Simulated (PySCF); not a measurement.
F₂Si, charge -1, doublet, geometry from GFN2-xTB (a state made from the parent by changing its charge; the spin is typed, not shown lowest); HF/6-311G** (PySCF).

Here is a job for PySCF.
```python
from pyscf import gto, scf

mol = gto.M(
    atom='''
Si   -0.042136   -0.020125    0.716169
F     1.184357   -0.749976   -0.510782
F    -1.118812    0.781282   -0.603259
''',
    basis='6-311g**',
    charge=-1,
    spin=1,
    verbose=4,
)

mf = scf.UHF(mol)
mf.kernel()
mo_i, mo_e, stable_i, stable_e = mf.stability(internal=True, external=True, return_status=True, nroots=6, tol=1e-6)
print('internally stable:', stable_i, ' externally stable:', stable_e)
if not stable_i:
    umf = mf.copy()
    umf.scf_summary = {}
    umf.kernel(umf.make_rdm1(mo_i, mf.mo_occ))
```

Task: Write the output that PySCF gives for this input, abridged.

Result: 
```
PySCF version 2.14.0

[INPUT] verbose = 4
[INPUT] num. atoms = 3
[INPUT] num. electrons = 33
[INPUT] charge = -1
[INPUT] spin (= nelec alpha-beta = 2S) = 1
[INPUT] symmetry False subgroup None
[INPUT] Mole.unit = angstrom
[INPUT] Symbol           X                Y                Z      unit          X                Y                Z       unit  Magmom
[INPUT]  1 Si    -0.042136000000  -0.020125000000   0.716169000000 AA   -0.079625499985  -0.038030738257   1.353363268904 Bohr   0.0
[INPUT]  2 F      1.184357000000  -0.749976000000  -0.510782000000 AA    2.238110363712  -1.417249239997  -0.965238089358 Bohr   0.0
[INPUT]  3 F     -1.118812000000   0.781282000000  -0.603259000000 AA   -2.114248264877   1.476409006052  -1.139994292179 Bohr   0.0

nuclear repulsion = 86.34166158098
number of shells = 28
number of NR pGTOs = 107
number of NR cGTOs = 62
basis = 6-311g**
ecp = {}

******** <class 'pyscf.scf.uhf.UHF'> ********
method = UHF
initial guess = minao
damping factor = 0
level_shift factor = 0
DIIS = <class 'pyscf.scf.diis.CDIIS'>
diis_start_cycle = 1
diis_space = 8
diis_damp = 0
SCF conv_tol = 1e-09
SCF conv_tol_grad = None
SCF max_cycles = 50
direct_scf = True
direct_scf_tol = 1e-13
number electrons alpha = 17  beta = 16
Set gradient conv threshold to 3.16228e-05
init E= -487.291525872693

cycle= 1 E= -487.79942536717  delta_E= -0.508  |g|= 0.546  |ddm|= 0.947
cycle= 2 E= -487.867404826531  delta_E= -0.068  |g|= 0.418  |ddm|= 0.505
cycle= 3 E= -487.915359247687  delta_E= -0.048  |g|= 0.0315  |ddm|= 0.179
cycle= 4 E= -487.916931530851  delta_E= -0.00157  |g|= 0.0113  |ddm|= 0.0751
cycle= 5 E= -487.917237142788  delta_E= -0.000306  |g|= 0.00442  |ddm|= 0.0375
cycle= 6 E= -487.91729738594  delta_E= -6.02e-05  |g|= 0.0018  |ddm|= 0.0182
cycle= 7 E= -487.917307467861  delta_E= -1.01e-05  |g|= 0.000789  |ddm|= 0.00773
cycle= 8 E= -487.91730931517  delta_E= -1.85e-06  |g|= 0.000306  |ddm|= 0.00341
cycle= 9 E= -487.917309527144  delta_E= -2.12e-07  |g|= 0.000123  |ddm|= 0.000899
cycle= 10 E= -487.917309556613  delta_E= -2.95e-08  |g|= 3.83e-05  |ddm|= 0.000275
cycle= 11 E= -487.917309559151  delta_E= -2.54e-09  |g|= 1.06e-05  |ddm|= 7.83e-05
cycle= 12 E= -487.917309559293  delta_E= -1.42e-10  |g|= 2.28e-06  |ddm|= 2.26e-05
Extra cycle  E= -487.917309559298  delta_E= -4.55e-12  |g|= 1.18e-06  |ddm|= 3.96e-06
converged SCF energy = -487.917309559298  <S^2> = 0.76857108  2S+1 = 2.0184857
uhf_internal: lowest eigs of H = [0.1811216  0.22980891 0.2339156  0.34658178 0.38951965 0.49645449]
<class 'pyscf.scf.uhf.UHF'> wavefunction is stable in the internal stability analysis
uhf_real2complex: lowest eigs of H = [0.09753622 0.13952379 0.19306105 0.23606616 0.27115606 0.27140028]
<class 'pyscf.scf.uhf.UHF'> wavefunction is stable in the real -> complex stability analysis
uhf_external: lowest eigs of H = [-1.18802929e-08  8.91178371e-02  1.09934918e-01  1.22437164e-01
  1.86812726e-01  1.88409341e-01]
<class 'pyscf.scf.uhf.UHF'> wavefunction is stable in the UHF/UKS -> GHF/GKS stability analysis
internally stable: True  externally stable: True
```
